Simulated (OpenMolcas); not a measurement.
Os2+ among 6 point charges of -1 e arranged as a tetragonal octahedron (D4h), 2.17 Å from the ion, with the axial distance 2.148 Å.

| Item | Value |
| --- | --- |
| Program | OpenMolcas |
| Method | SS-CASPT2, IPEA 0.25 Eh, imaginary shift 0.1 Eh (closed shells correlated: 5s 5p) |
| Basis | ANO-RCC-VDZP [7s6p4d2f1g] |
| Scalar Hamiltonian | DKH2, point nucleus |
| Active space | 6 electrons in 5 orbitals (5d) |
| State averaging | 2S+1 = 5 even, 5 roots; 2S+1 = 3 even, 45 roots; 2S+1 = 1 even, 50 roots |
| Spin-orbit coupling | state interaction with AMFI integrals over the reference wave functions |

Question: What is the spin-free ground state (labels of D4, the rotations of D4h)?

Answer: 5B2, 1-fold in its orbital part, 100 % from free-ion D terms; it has the highest spin that d6 allows.

Question: Where is the first state of the same spin?

Answer: 5E at 103 cm-1 above the ground state. The two act as a nearly degenerate pair, with unquenched orbital momentum.

Question: What are the lowest two levels with spin-orbit coupling?

Answer: A 2-fold level E with g = 0.00, 0.00, 7.22, then a 1-fold level B2 24 cm-1 above it. Their leading multiplicities are 5 (89 %) and 5 (89 %).

Question: What is χT at 300 K?

Answer: 4.38 cm3 K/mol.

Spin-orbit coupling mixes the spin-free states strongly: the lowest level takes only 53 % from its leading state, 5E, which lies 103 cm-1 above the lowest spin-free state. Point charges give a weaker field than real ligands, and real ions of this kind are as a rule low spin; the high spin found here belongs to the model. Free-ion shares, where given, are those of the reference states; single-state CASPT2 does not remix them. This is an electrostatic model: the charges have no orbitals. No measured value stands beside these numbers.

With an even number of electrons the g values are those of a degenerate or nearly degenerate non-Kramers pair.
